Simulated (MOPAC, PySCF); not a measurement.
CH₄S₄, SMILES `SSC(S)S`, neutral singlet in the gas phase. 

Z-matrix (Å, degrees):
```
C
H 1 1.0941
S 1 1.8041 2 105.22
H 3 1.3458 1 94.57 2 169.86
S 1 1.8097 2 104.76 3 -121.48
H 5 1.3426 1 95.46 2 168.62
S 1 1.8282 2 102.40 5 -119.10
S 7 2.0250 1 102.80 2 -179.90
H 8 1.3495 7 98.76 1 -84.86
```
Charge 0, spin multiplicity 1.

All levels are single points at this geometry (PBE0-D3(BJ)/def2-TZVP); Pople sets use spherical d functions. Orbital energies aren't observables, and empty levels follow the basis.

| level | HOMO (eV) | LUMO (eV) | gap (eV) | dipole (D) | vertical IE, Delta-SCF (eV) |
|---|---|---|---|---|---|
| PBE0-D3(BJ)/def2-TZVP in PySCF | -6.67 | -0.98 | 5.70 | 1.09 | 8.55 |
| B3LYP/LANL2DZ in PySCF | -6.66 | -1.33 | 5.33 | 1.73 | – |
| BP86/6-31G* in PySCF | -5.52 | -2.05 | 3.47 | 1.37 | – |
| HF/3-21G in PySCF | -10.02 | 2.55 | 12.57 | 1.70 | – |
| AM1 in MOPAC | -9.10 | -2.31 | 6.79 | 1.66 | – |
| PM6 in MOPAC | -9.18 | -1.53 | 7.65 | 1.32 | – |
